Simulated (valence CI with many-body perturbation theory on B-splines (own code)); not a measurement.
# Valence orbitals of Pt46+

Calculated by valence CI with perturbative core correlation (CI+MBPT): four valence electrons over a frozen Dirac-Fock core [Ar] 3d10, radial functions for each j: 11 s, 11 p, 9 d, 7 f, 5 g, 2 h, 1 i, with the one-electron correlation potential Σ1, the two-electron term Σ2, the three-electron term Σ3, Breit, model QED; selected CI, second order for the rest (own B-spline code, finite nucleus).

The last digits are not significant, and no measured levels were compared; by estimate large intervals hold to a few tenths of a per cent, small ones and those within an open d or f shell to about a per cent.

These are the spectroscopic orbitals of the CI (the correlating ones are not listed), shaped by the core and the other valence electrons. h is the expectation value of the core's Dirac-Fock operator, without the valence repulsion; Σ1 is computed up to l = 3 at one energy for each symmetry, that of its lowest orbital but kept below the first core excitation, so for empty shells it is not the orbital's own correlation shift; Breit and QED include the response of the core.

| Orbital | h (hartree) | Σ1 (cm⁻¹) | Breit (cm⁻¹) | QED (cm⁻¹) | ⟨r⟩ (bohr) |
| --- | --- | --- | --- | --- | --- |
| 4s1/2 | -104.06 | -14997 | 17879 | 13575 | 0.3682 |
| 5s1/2 | -62.468 | -5490 | 8022 | 6241 | 0.6161 |
| 6s1/2 | -41.669 | -2676 | 4195 | 3336 | 0.9295 |
| 7s1/2 | -29.774 | -1530 | 2498 | 1999 | 1.306 |
| 4p1/2 | -100.09 | -16047 | 27985 | 786 | 0.3642 |
| 5p1/2 | -60.523 | -5923 | 12680 | 372 | 0.6184 |
| 6p1/2 | -40.587 | -2935 | 6753 | 204 | 0.9365 |
| 7p1/2 | -29.112 | -1692 | 4059 | 124 | 1.318 |
| 4p3/2 | -95.128 | -13578 | 16089 | 1876 | 0.3848 |
| 5p3/2 | -58.183 | -5302 | 7387 | 880 | 0.6446 |
| 6p3/2 | -39.297 | -2692 | 4373 | 483 | 0.9683 |
| 7p3/2 | -28.326 | -1573 | 2646 | 294 | 1.355 |
| 4d3/2 | -89.059 | -15730 | 12654 | -617 | 0.3711 |
| 5d3/2 | -55.272 | -5996 | 5901 | -271 | 0.6405 |
| 6d3/2 | -37.682 | -3046 | 3239 | -145 | 0.9725 |
| 4d5/2 | -87.994 | -14759 | 7998 | -51.4 | 0.3767 |
| 5d5/2 | -54.754 | -5633 | 3589 | -4.9 | 0.6473 |
| 6d5/2 | -37.391 | -2864 | 1976 | 2.5 | 0.9807 |
| 4f5/2 | -81.559 | -15068 | 5232 | -420 | 0.3417 |
| 5f5/2 | -51.881 | -4896 | 2246 | -199 | 0.6231 |
| 4f7/2 | -81.269 | -14352 | 2227 | -205 | 0.3439 |
| 5f7/2 | -51.717 | -4674 | 984 | -89.9 | 0.6258 |
| 5g7/2 | -50.209 |  | 235 | -47.3 | 0.5691 |
| 5g9/2 | -50.142 |  | -2.0 | 0.9 | 0.5704 |

Among the shells of the start configuration 4s2 4p2, Σ1 is largest in size for 4p1/2, where it is 0.073 % of h.

Lowest root of each symmetry, sizes in configuration state functions:

| J | Parity | Roots | Reference | Variational | Second order | Change by selected CI (cm⁻¹) | Change by second order (cm⁻¹) |
| --- | --- | --- | --- | --- | --- | --- | --- |
| 0 | even | 7 | 34 | 15714 | 60682 | -6623 | -1 |
| 1 | even | 10 | 70 | 35635 | 142318 | -5255 | -4 |
| 2 | even | 15 | 106 | 39999 | 273648 | -6023 | -16 |
| 3 | even | 11 | 96 | 39998 | 355317 | -10979 | -38 |
| 4 | even | 6 | 82 | 39999 | 298397 | -9273 | -37 |
| 5 | even | 2 | 47 | 24325 | 255302 | -7782 | -25 |
| 0 | odd | 3 | 16 | 10434 | 52974 | -8216 | -4 |
| 1 | odd | 8 | 44 | 30009 | 148510 | -9106 | -6 |
| 2 | odd | 9 | 57 | 39403 | 265301 | -6867 | -7 |
| 3 | odd | 5 | 53 | 37607 | 285899 | -9165 | -15 |
| 4 | odd | 2 | 37 | 23864 | 302512 | -8424 | -19 |
